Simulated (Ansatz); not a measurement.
Consider the substitution at a C–Al bond: `C#[C][Al]([F])[F]` + `CC=N` → `C#C/N=C\C` + `[F][AlH][F]`.

Calculated with Ansatz (gas phase, PBE0-D4/def2-TZVP geometries, no zero-point term in ΔE). CBS: MP2 limit from def2 TZ/QZ plus the TZ coupled-cluster correction, frozen cores. This one scheme is used for every species. Functionals use def2-TZVPP. HSE06 is defined as in plane-wave codes. Each species was taken in one conformer, which may not be the lowest.

```
    level  ΔE (kcal/mol)
revPBE-D4           16.8
 HSE06-D4           18.6
     BLYP           19.0
    HSE06           18.9
```

Question: What does CCSD(T)/CBS give? (Best estimate.)

Answer: The calculation gave: +24.3 kcal/mol. The listed levels differ from it by -7.5, -5.7, -5.3, -5.4 kcal/mol.

Largest T1 diagnostic among the species: 0.014.

Leaving LDA and LC-ωPBE aside and taking each functional with its dispersion term where it has one, the values, not all of them listed here, spread over 6.1 kcal/mol, from PBE-D4 to ωB97M-V. LDA lies −4.9 kcal/mol from PBE without D4. In def2-TZVPP, CCSD(T) changes the Hartree–Fock value by −1.2 kcal/mol (the triples alone add −0.9 kcal/mol) and MP2 by −2.1 kcal/mol.
